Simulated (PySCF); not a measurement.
# Assigning NMR signals

Bonds (- single, = double, # triple, : aromatic): C1=C2, C2-Si3, Si3-O4, Si3-C5, C5=O6, Si3-Si7, Si7-O8, O8-C9. C1 carries H10, H11; C2 carries H12; O4 carries H13; C5 carries H14; Si7 carries H15, H16; C9 carries H17, H18, H19. Stereochemistry as in C=C[Si@@](O)(C=O)[SiH2]OC. H10 is cis to Si3; H15 is pro-R; H16 is pro-S; H11 is trans to Si3.

- GIAO PBE0/pcSseg-1 shieldings
- geometry from GFN2-xTB
- run in PySCF 2.14.0 with density-fitted response routines
- non-relativistic, averaged over atoms made equivalent by symmetry, fast rotation or ring inversion, isolated molecule, a single conformation

References, each an isolated molecule treated in the same way: TMS for 13C and 1H.

Q: Assign these signals to the numbered atoms. 13C{1H} NMR (computed): δ 250.4 (CH), 143.9 (CH2), 140.7 (CH), 56.3 (CH3).

A: 
```tsv
δ (ppm)	atoms	environment	reason
250.4	C5	carbonyl carbon	–
143.9	C1	terminal =CH2 carbon	an sp2 carbon of a C=C bond
140.7	C2	alkene CH	as expected for a trigonal carbon in a double bond
56.3	C9	methyl carbon bonded to O	the inductive effect lowers its shielding
```

Q: Assign these signals to the numbered atoms. 1H NMR (300 MHz, computed): δ 12.29 (s, 1H), 6.64 (m, 1H), 6.53 (m, 1H), 6.28 (m, 1H), 5.18 (m, 1H), 5.16 (m, 1H), 3.71 (s, 3H), 1.94 (br s, 1H).

A: 
```tsv
δ (ppm)	atoms	environment	reason
12.29	H14	hydrogen on a carbonyl carbon	–
6.64	H11	hydrogen on a terminal =CH2 carbon	olefinic region
6.53	H12	hydrogen on an alkene CH	a vinylic proton, deshielded by the sp2 carbon and the C=C anisotropy
6.28	H10	hydrogen on a terminal =CH2 carbon	attached to an sp2 carbon and in the plane of the double bond
5.18	H15	hydrogen on a silicon bonded to O, Si	–
5.16	H16	hydrogen on a silicon bonded to O, Si	–
3.71	H17/H18/H19	hydrogen on a methyl carbon bonded to O	its carbon carries O, which withdraws density
1.94	H13	hydrogen on an oxygen bonded to Si	exchangeable, gas-phase position
```

H11 and H12; H15 and H16 lie closer than the usual error of such a calculation, so a measured spectrum could show them in the other order.

Exchangeable OH/NH protons stand at their gas-phase positions; hydrogen bonding in a real sample shifts them, mostly to higher δ. Shifts are as computed. Against solution values, carbons near 30 ppm lie about +3 ppm off and those near 130 ppm about +5 ppm. Of 1309 compounds with measured shifts, 239 miss one by over three times the rms of a fit or turn the order of signals round; such compounds aren't used in these exercises. No couplings were computed; multiplicities are counted from neighbouring protons, with m where these are inequivalent, close in shift, in a saturated or five-membered ring or joined by F or P, and br s for small geminal =CH2 splittings.
